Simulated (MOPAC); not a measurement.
MOPAC input (MNDO):

```
MNDO 1SCF CHARGE=-1 GEO-OK AUX(PRECISION=9) THREADS=1
H3BOP

B    -0.27022800 1   -0.66963600 1    0.31892400 1
H    -1.17342200 1   -1.47140600 1    0.40207600 1
O     0.82618200 1   -1.03693400 1    1.13524000 1
H     1.52048100 1   -0.37518800 1    1.04024700 1
P    -0.26875400 1    0.85399800 1   -0.72281700 1
H    -1.57406900 1    0.68027400 1   -1.27660800 1
```

Output:

```
 *******************************************************************************
 **                                                                           **
 **                              MOPAC v23.2.5                                **
 **                                                                           **
 *******************************************************************************
 ** MOPAC's Digital Object Identifier: https://doi.org/10.5281/zenodo.6511958 **
 **                                                                           **
 ** Please cite the open-source release paper for use of this MOPAC version:  **
 ** J. E. Moussa and J. J. P. Stewart (2026)                                  **
 ** MOPAC: An open-source semiempirical molecular orbital program             **
 ** J. Open Source Softw., 11(119), 8025, https://doi.org/10.21105/joss.08025 **
 *******************************************************************************

                              MNDO CALCULATION RESULTS

 *******************************************************************************
 *  MNDO       - The MNDO Hamiltonian to be used
 *  GEO-OK     - OVERRIDE INTERATOMIC DISTANCE AND OTHER SAFETY CHECKS
 *
 *
 *
 *                 CHARGE ON SYSTEM = -1
 *
 *
 *
 *  1SCF       - DO 1 SCF AND THEN STOP
 *  AUX        - OUTPUT AUXILIARY INFORMATION
 *******************************************************************************
MNDO 1SCF CHARGE=-1 GEO-OK AUX(PRECISION=9) THREADS=1
 H3BOP

   ATOM   CHEMICAL          X               Y               Z
  NUMBER   SYMBOL      (ANGSTROMS)     (ANGSTROMS)     (ANGSTROMS)

     1       B         -0.27022800  *  -0.66963600  *   0.31892400  *
     2       H         -1.17342200  *  -1.47140600  *   0.40207600  *
     3       O          0.82618200  *  -1.03693400  *   1.13524000  *
     4       H          1.52048100  *  -0.37518800  *   1.04024700  *
     5       P         -0.26875400  *   0.85399800  *  -0.72281700  *
     6       H         -1.57406900  *   0.68027400  *  -1.27660800  *

          CARTESIAN COORDINATES

    NO.       ATOM           X           Y           Z

     1         B         -0.2702     -0.6696      0.3189
     2         H         -1.1734     -1.4714      0.4021
     3         O          0.8262     -1.0369      1.1352
     4         H          1.5205     -0.3752      1.0402
     5         P         -0.2688      0.8540     -0.7228
     6         H         -1.5741      0.6803     -1.2766

  H: (MNDO): M.J.S. DEWAR, W. THIEL, J. AM. CHEM. SOC., 99, 4899, (1977)
  B: (MNDO): M.J.S. DEWAR, M.L. MCKEE, J. AM. CHEM. SOC., 99, 5231, (1977)
  O: (MNDO): M.J.S. DEWAR, W. THIEL, J. AM. CHEM. SOC., 99, 4899, (1977)
  P: (MNDO): M.J.S.DEWAR, M.L.MCKEE, H.S. RZEPA,J. AM. CHEM. SOC., 100 3607 1978

           Empirical Formula: H3 O B P  =     6 atoms

      MOLECULAR POINT GROUP   :   Cs

      RHF CALCULATION, NO. OF DOUBLY OCCUPIED LEVELS = 9

 -------------------------------------------------------------------------------
 MNDO 1SCF CHARGE=-1 GEO-OK AUX(PRECISION=9) THREADS=1
 H3BOP

     1SCF WAS SPECIFIED, SO BFGS WAS NOT USED
     SCF FIELD WAS ACHIEVED

                              MNDO CALCULATION
                                                       MOPAC v23.2.5 Linux

          FINAL HEAT OF FORMATION =       -100.59629 KCAL/MOL =    -420.89486 KJ/MOL

          COSMO AREA              =         92.52 SQUARE ANGSTROMS
          COSMO VOLUME            =         75.48 CUBIC ANGSTROMS

          IONIZATION POTENTIAL    =          2.532632 EV
          HOMO LUMO ENERGIES (EV) =         -2.533  7.185
          NO. OF FILLED LEVELS    =          9
          MOLECULAR WEIGHT        =         60.8069         POINT GROUP:  Cs

          MOLECULAR DIMENSIONS (Angstroms)

            Atom       Atom       Distance
            H     6    H     4     4.00725
            P     5    H     2     2.67824
            O     3    H     4     0.00000

          SCF CALCULATIONS        =          1

   ATOM   CHEMICAL          X               Y               Z
  NUMBER   SYMBOL      (ANGSTROMS)     (ANGSTROMS)     (ANGSTROMS)

     1       B         -0.27022800  *  -0.66963600  *   0.31892400  *
     2       H         -1.17342200  *  -1.47140600  *   0.40207600  *
     3       O          0.82618200  *  -1.03693400  *   1.13524000  *
     4       H          1.52048100  *  -0.37518800  *   1.04024700  *
     5       P         -0.26875400  *   0.85399800  *  -0.72281700  *
     6       H         -1.57406900  *   0.68027400  *  -1.27660800  *

                             CARTESIAN COORDINATES

   1    B       -0.270228000    -0.669636000     0.318924000
   2    H       -1.173422000    -1.471406000     0.402076000
   3    O        0.826182000    -1.036934000     1.135240000
   4    H        1.520481000    -0.375188000     1.040247000
   5    P       -0.268754000     0.853998000    -0.722817000
   6    H       -1.574069000     0.680274000    -1.276608000

           Empirical Formula: H3 O B P  =     6 atoms

      MOLECULAR POINT GROUP   :   Cs

                  EIGENVALUES
 -35.68088 -16.13694 -13.70859 -10.31053  -9.33636  -8.29015  -6.46855  -4.40587
  -2.53263   7.18515   7.45777   8.14951   9.84277  11.46200  12.45074

              NET ATOMIC CHARGES AND DIPOLE CONTRIBUTIONS

  ATOM NO.   TYPE          CHARGE      No. of ELECS.   s-Pop       p-Pop
    1          B          -0.062472        3.0625     1.25982     1.80265
    2          H          -0.097644        1.0976     1.09764
    3          O          -0.298752        6.2988     1.79469     4.50406
    4          H           0.165583        0.8344     0.83442
    5          P          -0.633311        5.6333     1.81669     3.81662
    6          H          -0.073405        1.0734     1.07341
 DIPOLE           X         Y         Z       TOTAL
 POINT-CHG.     2.086    -0.643     1.515     2.657
 HYBRID        -1.021    -1.151     0.261     1.561
 SUM            1.065    -1.794     1.776     2.740

          ATOMIC ORBITAL ELECTRON POPULATIONS

     Atom    s        px        py        pz
    1  B   1.25982   0.63227   0.65900   0.51137
    2  H   1.09764
    3  O   1.79469   1.29287   1.51997   1.69122
    4  H   0.83442
    5  P   1.81669   1.12955   1.25848   1.42860
    6  H   1.07341

 **********************
 *                    *
 * JOB ENDED NORMALLY *
 *                    *
 **********************

 == MOPAC DONE ==
```

The dipole moment of an ion depends on the origin.

The geometry given is a B3LYP-D3(BJ)/def2-TZVP minimum.
